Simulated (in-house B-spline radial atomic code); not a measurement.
Successive ionisation energies of erbium; each step leads to the configuration of the next row (after the last: [Kr] 4d5). Dirac energy differences include first-order Breit, QED and recoil terms. NIST's values go from ground level to ground level; the uncertainty of those that are theory runs from under 0.1 % in few-electron ions to several per cent in heavy many-electron ones. Computed with a B-spline radial code for spherical atoms: Dirac-Hartree-Fock, average of the configuration, finite nuclei.

| ion | configuration | ionisation energy (eV) | tabulated value (eV) | computed minus tabulated (eV) | highest orbital | largest mean radius (bohr) |
| --- | --- | --- | --- | --- | --- | --- |
| Er13+ | [Kr] 4d10 4f7 5s2 | 278.2 | 290 | -11.8 | 4f7/2 | 1.0639 |
| Er14+ | [Kr] 4d10 4f7 5s1 | 300.6 | 311 | -10.4 | 5s1/2 | 1.0507 |
| Er15+ | [Kr] 4d10 4f7 | ? | ? | ? | ? | ? |
| Er16+ | [Kr] 4d10 4f6 | 361.5 | 381 | -19.5 | 4f7/2 | 0.58817 |
| Er17+ | [Kr] 4d10 4f5 | 398.5 | 415 | -16.5 | 4f7/2 | 0.57454 |
| Er18+ | [Kr] 4d10 4f4 | 436.8 | 450 | -13.2 | 4f7/2 | 0.56184 |
| Er19+ | [Kr] 4d10 4f3 | 476.3 | 486 | -9.7 | 4f7/2 | 0.54995 |
| Er20+ | [Kr] 4d10 4f2 | 516.9 | 520 | -3.1 | 4f7/2 | 0.53877 |
| Er21+ | [Kr] 4d10 4f1 | 558.8 | 555 | 3.8 | 4f7/2 | 0.53037 |
| Er22+ | [Kr] 4d10 | ? | ? | ? | ? | ? |
| Er23+ | [Kr] 4d9 | ? | ? | ? | ? | ? |
| Er24+ | [Kr] 4d8 | 859.4 | 853 | 6.4 | 4d5/2 | 0.51423 |
| Er25+ | [Kr] 4d7 | 903.3 | 899 | 4.3 | 4d5/2 | 0.50922 |
| Er26+ | [Kr] 4d6 | 947.9 | 943 | 4.9 | 4d5/2 | 0.50432 |

Question: Fill in the row of Er15+.

Answer: ionisation energy (eV): 325.9; tabulated value (eV): 345; computed minus tabulated (eV): -19.1; highest orbital: 4f7/2; largest mean radius (bohr): 0.60285.

Question: Fill in the row of Er22+.

Answer: ionisation energy (eV): 773.5; tabulated value (eV): 770; computed minus tabulated (eV): 3.5; highest orbital: 4d5/2; largest mean radius (bohr): 0.52494.

Question: Fill in the row of Er23+.

Answer: ionisation energy (eV): 816.1; tabulated value (eV): 810; computed minus tabulated (eV): 6.1; highest orbital: 4d5/2; largest mean radius (bohr): 0.51937.

Where a p, d or f electron is removed, the computed value is a mean over both j, so it misses the tabulated one by a part of the spin-orbit splitting; averaging over terms and missing correlation add to the gap, relatively most at low charge.
